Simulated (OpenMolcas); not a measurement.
An atom or ion with 15 electrons was computed by XMS-CASPT2, IPEA 0.25 Eh, imaginary shift 0.1 Eh with spin-orbit coupling (OpenMolcas, ANO-RCC-VTZP, DKH2). The lowest levels that the run gave, each within 12 % of the measured value where one is at hand:

```csv
J,Parity,E (cm-1),g
3/2,odd,0.0,2.002
3/2,odd,18650,0.802
5/2,odd,18700,1.200
1/2,odd,31280,0.666
3/2,odd,31350,1.332
```

Which ion is it, and what are the configurations and terms?

Cl²⁺ (Z = 17, charge +2; active space 3 electrons in 3 orbitals (3p)). J, parity and g give the terms where levels are pure, and mixed ones are named by the computed weights; the size of the splittings, set against known spectra of the 15-electron sequence, gives the charge. In order, with the measured energies in cm-1 (Moore, Atomic Energy Levels, vol. I, NSRDS-NBS 35 (1971 reprint of NBS Circular 467, 1949)): 3s2 3p3 4S* 3/2, 3s2 3p3 2D* 3/2 (18053), 3s2 3p3 2D* 5/2 (18120), 3s2 3p3 2P* 1/2 (29812), 3s2 3p3 2P* 3/2 (29907).

CASPT2 does not keep the components of a term degenerate, so their means are used; among the terms shown or strongly mixed into the levels shown the widest spread is 1400 cm-1 (3s2 3p3 2D*). With the s shell closed, the reference lacks s² → p² mixing. Computed and measured levels are paired by configuration, term and J; levels that our copy of the source lacks, or whose pairing is in doubt (as where it misses far off the trend of its configuration), stay unpaired and out of the deviations. Levels of configurations outside the active space are missing.

* marks odd parity.
